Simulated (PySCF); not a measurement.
Species: C₅H₇N₂O (doublet state).
Structure used (GFN2-xTB), in Å, numbered top down from 1:
```xyz
15
C5H7N2O angstrom
C     -1.1419    1.3946    0.5588
C     -0.6427    0.0549    0.1632
C     -1.6108   -1.0309   -0.1304
C      0.7191   -0.1676    0.0731
N      1.7021    0.7084    0.3074
C      2.8065   -0.0071    0.0807
N      2.5893   -1.2487   -0.2737
O      1.2373   -1.3814   -0.2869
H     -1.7477    1.3216    1.4635
H     -1.7846    1.8047   -0.2217
H     -0.3110    2.0705    0.7343
H     -2.2455   -1.2159    0.7380
H     -1.0995   -1.9501   -0.4003
H     -2.2711   -0.7361   -0.9479
H      3.7959    0.3911    0.1776
```

The hyperfine couplings belong to this conformer and change with its torsions.

Identity: `C[C](C)c1ncno1` [radical].

Computed, not measured: UKS B3LYP, pcH-1 on C H N O, non-relativistic, mean-field spin-orbit, GIAO (PySCF 2.14.0). Isolated species at its GFN2-xTB geometry (one conformer only). Couplings are sensitive to structure, and on GFN2-xTB geometries they can be far from those on DFT ones. Stability of the SCF solution: not tested.

Principal values of hyperfine tensors in MHz (contact and dipolar terms together), for some of the nuclei:

```tsv
atom	isotope	A1	A2	A3	alike by the symmetry of this geometry
H14	1H	70.48	71.47	80.37	H12
H9	1H	68.34	69.34	78.21	H10
C2	13C	2.31	2.48	170.68	none
C4	13C	-63.73	-39.16	-34.13	none
C3	13C	-24.40	-22.23	-21.93	none
C1	13C	-24.22	-22.07	-21.80	none
O8	17O	-46.12	7.26	9.59	none
N5	14N	-2.22	-1.83	31.96	none
```

Problem. Give the isotropic coupling of each nucleus in MHz and in mT (g = 2.0036), and the anisotropic part.

Solution. a_iso = (A1 + A2 + A3)/3, Ti = Ai − a_iso; 1 mT corresponds to 28.043 MHz.

```tsv
atom	a_iso (MHz)	a_iso (mT)	T1	T2	T3
H14	74.10	2.643	-3.63	-2.64	6.26
H9	71.96	2.566	-3.62	-2.62	6.24
C2	58.49	2.086	-56.18	-56.01	112.19
C4	-45.67	-1.629	-18.06	6.51	11.54
C3	-22.86	-0.815	-1.55	0.62	0.92
C1	-22.70	-0.809	-1.52	0.63	0.90
O8	-9.76	-0.348	-36.37	17.02	19.35
N5	9.30	0.332	-11.53	-11.13	22.66
```

Problem. What spin density at the nucleus of O8 lies behind its contact coupling (g_N = -0.75752)?

Solution. a_FC = 800.24 MHz bohr³ × g_N × ρ(0)/(2S). With a_FC = -9.76 MHz and 2S = 1, ρ(0) = 0.0161 bohr⁻³. The nuclear moment is negative, so coupling and spin density have opposite signs.

Problem. C6 (13C, g_N = 1.40482) isn't in the table. Its spin density at the nucleus is -0.01782 bohr⁻³. What is its contact coupling?

Solution. By the same relation, a_FC = -20.0 MHz. Its full tensor has the principal values -36.78, -12.80, -10.51 MHz.

Problem. Which nucleus of the table has the largest anisotropic coupling, and what is its form?

Solution. C2: -56.2, -56.0, 112.2 MHz, axial, in the ratio −1:−1:+2, the form that spin in one p orbital centred on that nucleus gives.

Problem. What first-order splitting does C2 cause when the field lies along A1, A2 or A3 of its tensor (g taken as isotropic, no quadrupole term)?

Solution. 2 lines (I = 1/2), spaced by |A_i|/(g × 13.996): 0.08, 0.09, 6.09 mT along the axes of A1, A2 and A3.

On an Arm Neoverse V2 with one thread, no GPU, on a shared host, this took 63 s wall (grids of density and orbitals included) and 0.97 GiB of memory at its peak.
